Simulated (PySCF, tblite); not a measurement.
Isomers of C5H9ClOSi, one GFN2-xTB conformer each. Single-point energies are computed at PBE0/pcSseg-1 (PySCF, gas phase, no added dispersion term), electronic only.

```json
{"SMILES": "C[Si@@H]1C=CO[C@H]1CCl", "GFN2-xTB relative energy (kJ/mol)": "68.2"}
{"SMILES": "O=C=C(CCl)CC[SiH3]", "GFN2-xTB relative energy (kJ/mol)": "76.2"}
{"SMILES": "CO[SiH2]/C=C/C=C\\Cl", "GFN2-xTB relative energy (kJ/mol)": "0.0"}
{"SMILES": "O=C[C@@H]1C[SiH2][C@H](Cl)C1", "GFN2-xTB relative energy (kJ/mol)": "27.0"}
{"SMILES": "O[C@@H]1C=C[C@H](Cl)[C@H]1[SiH3]", "GFN2-xTB relative energy (kJ/mol)": "33.1"}
{"SMILES": "C=CCC(=O)[SiH2]CCl", "GFN2-xTB relative energy (kJ/mol)": "156.0"}
{"SMILES": "CC/C(=C/[SiH3])C(=O)Cl", "GFN2-xTB relative energy (kJ/mol)": "24.6"}
{"SMILES": "C[SiH2]/C=C(/Cl)C(C)=O", "GFN2-xTB relative energy (kJ/mol)": "62.6"}
```

Conformers: `[CH3:1][Si@@H:2]1[CH:3]=[CH:4][O:5][C@H:6]1[CH2:7][Cl:8]` with O5–C6–C7–Cl8 180°; `[O:1]=[C:2]=[C:3]([CH2:4][Cl:5])[CH2:6][CH2:7][SiH3:8]` with C2–C3–C4–Cl5 98°, C2–C3–C6–C7 103°, C3–C6–C7–Si8 177°; `[CH3:1][O:2][SiH2:3]/[CH:4]=[CH:5]/[CH:6]=[CH:7]\[Cl:8]` with C1–O2–Si3–C4 180°, O2–Si3–C4–C5 180°, C4–C5–C6–C7 180°; `[O:1]=[CH:2][C@@H:3]1[CH2:4][SiH2:5][C@H:6]([Cl:7])[CH2:8]1` with O1–C2–C3–C4 -1°, C2–C3–C4–Si5 -77°, C3–C4–Si5–C6 -19°, C4–Si5–C6–Cl7 109°, Si5–C6–C8–C3 34°; `[OH:1][C@@H:2]1[CH:3]=[CH:4][C@H:5]([Cl:6])[C@H:7]1[SiH3:8]` with H–O1–C2–C3 57°, O1–C2–C3–C4 -137°, C3–C4–C5–Cl6 133°, C4–C5–C7–Si8 -145°, O1–C2–C7–C5 144°; `[CH2:1]=[CH:2][CH2:3][C:4](=[O:5])[SiH2:6][CH2:7][Cl:8]` with C1–C2–C3–C4 105°, C2–C3–C4–O5 95°, C3–C4–Si6–C7 171°, C4–Si6–C7–Cl8 178°; `[CH3:1][CH2:2]/[C:3](=[CH:4]/[SiH3:5])[C:6](=[O:7])[Cl:8]` with C1–C2–C3–C4 -98°, C2–C3–C6–O7 -177°; `[CH3:1][SiH2:2]/[CH:3]=[C:4](/[Cl:5])[C:6]([CH3:7])=[O:8]` with C1–Si2–C3–C4 -76°, C3–C4–C6–C7 -177°.

Question: What does PBE0/pcSseg-1 give for the same structures?

Answer: 
| SMILES | PBE0/pcSseg-1 E (Eh) | PBE0/pcSseg-1 (kJ/mol) | GFN2-xTB (kJ/mol) | point group |
| --- | --- | --- | --- | --- |
| O=C[C@@H]1C[SiH2][C@H](Cl)C1 | -1020.20552 | 0.0 | 27.0 | C1 |
| C[Si@@H]1C=CO[C@H]1CCl | -1020.20297 | 6.7 | 68.2 | C1 |
| C[SiH2]/C=C(/Cl)C(C)=O | -1020.20200 | 9.3 | 62.6 | C1 |
| CC/C(=C/[SiH3])C(=O)Cl | -1020.19452 | 28.9 | 24.6 | C1 |
| CO[SiH2]/C=C/C=C\Cl | -1020.19239 | 34.5 | 0.0 | Cs |
| O[C@@H]1C=C[C@H](Cl)[C@H]1[SiH3] | -1020.18320 | 58.6 | 33.1 | C1 |
| O=C=C(CCl)CC[SiH3] | -1020.17534 | 79.2 | 76.2 | C1 |
| C=CCC(=O)[SiH2]CCl | -1020.17092 | 90.8 | 156.0 | C1 |

GFN2-xTB puts CO[SiH2]/C=C/C=C\Cl lowest instead; measured from each level's own lowest isomer, the values differ by up to 65.2 kJ/mol (C=CCC(=O)[SiH2]CCl: 156.0 against 90.8). As drawn, the highest has a C=C bond outside aromatic rings, which the lowest lacks. Neighbours under 10 kJ/mol apart (O=C[C@@H]1C[SiH2][C@H](Cl)C1 and C[Si@@H]1C=CO[C@H]1CCl; C[Si@@H]1C=CO[C@H]1CCl and C[SiH2]/C=C(/Cl)C(C)=O; CC/C(=C/[SiH3])C(=O)Cl and CO[SiH2]/C=C/C=C\Cl) can change places with a better method, another conformer or zero-point energy.

Question: Which frontier levels, dipoles and rotational constants go with these structures?

Answer: 
| SMILES | HOMO (eV, PBE0/pcSseg-1) | LUMO (eV) | dipole (D) | A, B, C (MHz) |
| --- | --- | --- | --- | --- |
| O=C[C@@H]1C[SiH2][C@H](Cl)C1 | -7.37 | -0.64 | 3.77 | 1765, 1469, 1193 |
| C[Si@@H]1C=CO[C@H]1CCl | -6.78 | 0.14 | 1.24 | 2007, 1107, 792.4 |
| C[SiH2]/C=C(/Cl)C(C)=O | -7.84 | -2.32 | 1.54 | 2315, 916.6, 726.1 |
| CC/C(=C/[SiH3])C(=O)Cl | -8.35 | -2.49 | 2.92 | 1979, 1028, 723.0 |
| CO[SiH2]/C=C/C=C\Cl | -6.82 | -1.42 | 1.43 | 5965, 393.3, 371.4 |
| O[C@@H]1C=C[C@H](Cl)[C@H]1[SiH3] | -7.87 | -0.46 | 1.17 | 1621, 1210, 804.6 |
| O=C=C(CCl)CC[SiH3] | -6.90 | -1.31 | 2.11 | 1643, 689.7, 518.6 |
| C=CCC(=O)[SiH2]CCl | -6.93 | -1.54 | 2.58 | 2802, 601.6, 531.3 |

Question: What happens when harmonic zero-point energies from GFN2-xTB frequencies are added?

Answer: 
```
                          SMILES  ZPE (kJ/mol)  electronic (kJ/mol)  with ZPE (kJ/mol)
    O=C[C@@H]1C[SiH2][C@H](Cl)C1         330.3                  0.0                0.3
          C[Si@@H]1C=CO[C@H]1CCl         332.7                  6.7                9.4
          C[SiH2]/C=C(/Cl)C(C)=O         320.7                  9.3                0.0
          CC/C(=C/[SiH3])C(=O)Cl         320.5                 28.9               19.4
             CO[SiH2]/C=C/C=C\Cl         320.9                 34.5               25.4
O[C@@H]1C=C[C@H](Cl)[C@H]1[SiH3]         321.5                 58.6               50.2
              O=C=C(CCl)CC[SiH3]         318.3                 79.2               67.5
              C=CCC(=O)[SiH2]CCl         320.0                 90.8               80.8
```

The zero-point energies span 14.4 kJ/mol. C[SiH2]/C=C(/Cl)C(C)=O becomes the lowest.
